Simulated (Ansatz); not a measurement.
`[F][Ge]([F])([F])[SiH3]` → `F[Si](F)(F)[GeH3]`  (isomerisation)

Calculated with Ansatz (gas phase, PBE0-D4/def2-TZVP geometries, no zero-point term in ΔE). CCSD(T)/CBS adds triple-zeta CCSD(T) − MP2 to the extrapolated MP2 energy (def2 sets, frozen cores). DFT in def2-TZVPP. For Ge outer-core shells are correlated without core-valence functions, which leaves a few kJ/mol of doubt a bond. Scalar relativity is left out up to krypton.

| level | ΔE (kcal/mol) |
| --- | --- |
| revPBE-D4 | -48.6 |
| CAM-B3LYP-D4 | -54.2 |
| B2PLYP | -53.0 |
| revPBE | -47.9 |
| BLYP | -49.6 |
| r2SCANh | -54.3 |
| HF/def2-TZVPP | -53.5 |
| SCS-MP2/def2-TZVPP | -52.5 |

What does CCSD(T)/CBS give? (Estimate.)

Computed: -56.2 kcal/mol. The listed levels differ from it by 7.6, 2.0, 3.2, 8.3, 6.6, 1.9, 2.7, 3.7 kcal/mol.

Largest T1 diagnostic among the species: 0.013.

From r2SCAN to r2SCAN0 (25 % exact exchange), in def2-TZVPP and without D4, ΔE moves by −2.0 kcal/mol. Leaving LDA and LC-ωPBE aside and taking each functional with its dispersion term where it has one, the values, not all of them listed here, spread over 6.9 kcal/mol, from r2SCAN0-D4 to revPBE-D4. LDA lies −6.3 kcal/mol from PBE without D4.
